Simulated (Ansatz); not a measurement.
Basis sets compared for the cluster Be₂Se₂⁺ (the lowest doublet isomer of a short search). The state is a doublet with charge 1. Geometry PBE0-D4/def2-TZVP. Ansatz on 4 threads of Arm Neoverse V2 on a shared host; times are rough, and most runs start from earlier orbitals.

Cartesian coordinates in Å:
```
Be -0.434 -0.819 -0.501
Be 0.433 0.819 0.501
Se 0.399 0.748 -1.568
Se -0.398 -0.748 1.567
```

The 6-31G sets use Cartesian d functions. B3LYP takes the VWN-RPA correlation. At HF/STO-3G, HF/6-31G the charge 1 doublet is spin-contaminated (final ⟨S²⟩ up to 0.90, 0.75 for a pure state). The structure comes from a short search, and lower isomers may exist.

```json
{"level": "HF/STO-3G", "functions": "46", "energy (Eh)": "-4775.9667", "HOMO (eV)": "-13.33", "LUMO (eV)": "-4.94", "wall time": "0.2 s"}
{"level": "HF/6-31G", "functions": "76", "energy (Eh)": "-4828.0686", "HOMO (eV)": "-14.25", "LUMO (eV)": "-7.12", "wall time": "0.6 s"}
{"level": "PBE-D4/def2-SVP", "functions": "82", "energy (Eh)": "-4831.0174", "HOMO (eV)": "-12.06", "LUMO (eV)": "-11.17", "wall time": "0.85 s"}
{"level": "B3LYP-D4/6-31G", "functions": "76", "energy (Eh)": "-4831.7588", "HOMO (eV)": "-12.90", "LUMO (eV)": "-10.67", "wall time": "1.1 s"}
{"level": "PBE0-D4/def2-SVP", "functions": "82", "energy (Eh)": "-4831.1761", "HOMO (eV)": "-13.24", "LUMO (eV)": "-10.47", "wall time": "1.4 s"}
```

(1) Estimate the rows for PBE-D4/def2-TZVP, B3LYP-D4/def2-TZVP, PBE0-D4/def2-TZVP.

Answers

(1) 
| level | functions | energy (Eh) | HOMO (eV) | LUMO (eV) | wall time |
| --- | --- | --- | --- | --- | --- |
| PBE-D4/def2-TZVP | 134 | -4831.6410 | -11.98 | -11.08 | 1.6 s |
| B3LYP-D4/def2-TZVP | 134 | -4832.5001 | -12.82 | -10.56 | 2.4 s |
| PBE0-D4/def2-TZVP | 134 | -4831.8012 | -13.08 | -10.36 | 2.5 s |
